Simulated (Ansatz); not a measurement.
Geometry optimisation, RKS BHLYP/def2-SVPD in Ansatz 0.2.0.

Input:

```yaml
crystal:
  periodic: [false, false, false]
  atoms:
    - { symbol: O, position_ang: [0.5315, 1.5051, -0.71] }
    - { symbol: Al, position_ang: [-0.1239, -0.1383, -0.3219] }
    - { symbol: S, position_ang: [0.3148, -1.0544, 1.6831] }
    - { symbol: Cl, position_ang: [-1.2264, -1.2586, -1.8103] }
    - { symbol: H, position_ang: [1.374, 1.3956, -1.1501] }
    - { symbol: H, position_ang: [1.48631, -1.65546, 1.23487] }
basis:
  gaussian: { orbitals: def2-SVPD }
hamiltonian:
  xc: { name: BHLYP }
relax:
  f_tol: 0.015
  max_steps: 40
```

Launched with:

```bash
$ ansatz run input.yaml --threads 2 --pin off --max-ram 3072MiB --backend cpu --events-out ev --progress --plain --runs-dir out
```

**Question.** Where does it end, and by what steps?

**Answer.** It converged. After 11 steps the energy has fallen by 0.730 eV; H6 moved furthest, 1.21 Å.

```tsv
step	energy less start (eV)	largest force component (eV/Å)	accepted
0	0.0000	2.514	yes
1	-0.2011	1.740	yes
2	-0.2565	1.627	yes
3	-0.2799	2.551	yes
4	-0.4467	0.662	yes
5	-0.5460	0.340	yes
6	-0.6091	0.499	yes
7	-0.6797	0.238	yes
8	-0.7251	0.114	yes
9	-0.7280	0.065	yes
10	-0.7300	0.016	yes
11	-0.7300	0.006	yes
```

```xyz
6
Properties=species:S:1:pos:R:3
O 0.771 1.433 -0.673
Al 0.350 -0.159 -0.313
S 0.921 -0.922 1.632
Cl -0.689 -1.364 -1.689
H 0.614 1.943 -1.457
H 0.388 -2.137 1.425
```

Whether the end is a true minimum wasn't checked by a vibrational analysis.

Time of the run: 40 s on 2 threads of Arm Neoverse V1, on a shared host, peak memory 0.26 GiB.
